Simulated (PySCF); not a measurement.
# Xe⁴²⁺ (xenon, charge +42) across methods

[Ne] 3s2, closed-shell 1S. All numbers are calculated (PySCF 2.14, no relativity, point nucleus, in an even-tempered Gaussian basis (18 s from 8.4 bohr⁻², ratio 2.2; 12 p from 11 bohr⁻², ratio 2.2; 5 d from 40 bohr⁻², ratio 2.4; 4 f from 60 bohr⁻², ratio 2.4; 4 g from 91 bohr⁻², ratio 2.4)).

```csv
method,E (hartree),mean ε 2s (eV),mean ε 2p (eV),mean ε 3s (eV),Σ⟨r²⟩ (bohr²),⟨S²⟩
PBE,-5606.72,-7555.7,-7300.0,-3094.9,0.2904,0.000
PBE0,-5606.86,-7592.0,-7329.2,-3102.7,0.2904,0.000
UHF,-5606.77592,-7699.2,-7415.3,-3124.6,0.2907,0.000
LDA,-5601.12,-7549.1,-7296.6,-3093.9,0.2905,0.000
BLYP,-5607.35,-7556.0,-7300.7,-3095.4,0.2903,0.000
B97-3,-5606.86,-7595.2,-7331.3,-3103.5,0.2903,0.000
r2SCAN,-5607.14,-7575.1,-7314.0,-3095.4,0.2907,0.000
```

A non-relativistic calculation at this Z misses sizeable relativistic shifts.
